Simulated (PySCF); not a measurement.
Species: C₃H₄F₂O₃.
Cartesian coordinates in Å at the PBE0-D3(BJ)/def2-SVP level; atoms count from 1:
```
atom  x, y, z in Å
O1    -2.4573    0.5725   -0.9554
C2    -2.0512    0.7078    0.1568
O3    -1.0007    0.0596    0.6945
C4    -0.2812   -0.8173   -0.1537
O5     0.7533   -0.1507   -0.7963
C6     1.7996    0.2171   -0.0019
F7     2.6030    0.9689   -0.7433
F8     2.4861   -0.8733    0.3988
H9    -2.4857    1.3798    0.9248
H10   -0.9374   -1.2072   -0.9404
H11    0.0972   -1.6186    0.4970
H12    1.4821    0.7729    0.8986
```

Computed with PySCF at B3LYP/def2-SVPD, non-relativistic, on one gas-phase PBE0-D3(BJ)/def2-SVP geometry that isn't relaxed in the solvent. The solvent is an IEF-PCM continuum (Bondi radii, 1.10 Å for H, scaled by 1.2). The model holds no explicit solvent molecules, cavitation or dispersion.

Gas phase at B3LYP/def2-SVPD: HOMO -8.72 eV, LUMO -1.00 eV, dipole 2.88 D.

**Question.** What does the continuum do to the energy, the frontier levels and the dipole at B3LYP/def2-SVPD in tetrahydrofuran and water?

**Answer.** 
```
        solvent      ε  E(solvent) − E(gas) (kcal/mol)  polarisation term (kcal/mol)  distortion of the solute (kcal/mol)  HOMO (eV)  LUMO (eV)  dipole (D)
tetrahydrofuran  7.426                           -6.14                         -7.02                                 0.88      -8.58      -0.76        3.59
          water  78.36                           -7.62                         -9.04                                 1.42      -8.57      -0.72        3.79
```

The first energy column is the sum of the next two and covers electrostatics alone. From tetrahydrofuran to water the lowering changes by a factor 1.24, Onsager's factor (ε − 1)/(2ε + 1) by 1.21 and ε itself by 10.6.

**Question.** Which radius a makes the point-dipole formula ΔE = −[(ε − 1)/(2ε + 1)]·μ²/a³ give the value in water, with the gas-phase dipole?

**Answer.** μ = 1.134 au and |ΔE| = 0.01215 Eh give a = 1.97 Å; the farthest nucleus lies 2.99 Å from the centroid of the nuclei, so such a sphere wouldn't even hold the nuclei. The formula assumes a rigid point dipole at the centre of a sphere.

**Question.** Give the dipole vector in the frame of the coordinates (D, pointing from negative to positive charge), gas and water.

**Answer.** Gas (-0.98, -0.34, 2.69), solvent (-1.11, -0.41, 3.61). Its length changes by +32 % and its direction by 3°.

**Question.** How does the static polarisability (B3LYP/def2-SVPD, frozen core, with the continuum's full static response) change?

**Answer.** 
```json
{"medium": "gas", "isotropic (au)": "51.4", "principal values (au)": "44.9, 48.2, 61.2", "⟨r²⟩ of the electrons (bohr²)": "1111.4"}
{"medium": "tetrahydrofuran", "isotropic (au)": "61.6", "principal values (au)": "53.9, 59.5, 71.3", "⟨r²⟩ of the electrons (bohr²)": "1112.1"}
{"medium": "water", "isotropic (au)": "64.4", "principal values (au)": "56.5, 62.9, 73.7", "⟨r²⟩ of the electrons (bohr²)": "1112.2"}
```

The isotropic value in water is 1.25 times the gas-phase one; no cavity-field correction is applied. ⟨r²⟩ is taken about the centre of nuclear charge.
